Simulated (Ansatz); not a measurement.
A nudged elastic band was laid between two geometries of F4H2OW + H (9 atoms, charge 0, multiplicity 2).

Theory: Ansatz 0.2.0, UKS PBE/def2-SVP.

```
movable images  : 9
climbing image  : yes
spring          : 5.0 eV/Å²
optimiser       : quadratic models (default)
start path      : through a guess of the saddle point
force threshold : 0.03 eV/Å
iteration limit : 60
end points      : relaxed
```

Initial state:

```xyz
9
Properties=species:S:1:pos:R:3
W 0.036 0.013 -0.145
F 0.356 0.434 1.656
H 1.699 -0.377 0.025
F 0.303 1.871 -0.342
F -1.720 -0.359 0.447
F 0.085 -1.845 -0.391
O 0.083 0.129 -2.022
H 0.265 0.946 -2.528
H -0.710 -0.019 4.503
```

Final state:

```xyz
9
Properties=species:S:1:pos:R:3
W 0.004 -0.021 -0.121
F 0.439 -0.065 2.250
H 1.664 -0.017 0.259
F 0.026 1.900 -0.165
F -1.564 0.058 0.988
F -0.050 -1.925 -0.047
O 0.156 0.004 -1.975
H 0.222 0.878 -2.418
H -0.500 -0.019 2.433
```

Task: Which bonds break or form, and what moves?

Result: Bonds formed: F2–H9. F4H2OW + H becomes F4H3OW.

Task: What energy profile does the band end with?

Result: The forces met the threshold. The highest image is number 5 of 0 to 10, 0.266 eV above the first end and 1.600 eV above the last; the last end lies 1.334 eV below the first. A vibrational analysis at the climbing image gives one clearly imaginary mode, 909i cm⁻¹: a first-order saddle point.

```
image  path coordinate (Å)  energy (eV)  F2–H9 (Å)
    0                 0.00        0.000       3.07
    1                 0.57        0.000       3.13
    2                 1.13        0.000       3.09
    3                 1.70        0.005       2.83
    4                 2.27        0.054       2.21
    5                 2.84        0.266       1.51
    6                 3.12       -0.385       1.13
    7                 3.40       -1.137       0.95
    8                 3.69       -1.267       0.95
    9                 3.97       -1.317       0.95
   10                 4.26       -1.334       0.96
```

Task: What is the geometry of the highest image?

Result: 
```xyz
9
Properties=species:S:1:pos:R:3
W 0.023 -0.025 -0.005
F 0.344 0.355 1.884
H 1.681 -0.393 0.224
F 0.150 1.858 -0.126
F -1.700 -0.377 0.697
F 0.059 -1.887 -0.256
O 0.142 0.128 -1.873
H 0.368 0.960 -2.334
H -0.670 0.173 2.992
```

Task: What are the harmonic wavenumbers there?

Result: 909i, 45, 82, 165, 215, 217, 251, 290, 336, 388, 496, 582, 598, 623, 660, 688, 722, 798, 854, 2002, 3716 cm⁻¹.

Time of the run: 8.7 min on 4 threads of Arm Neoverse V1 (shared host), peak memory 0.31 GiB.
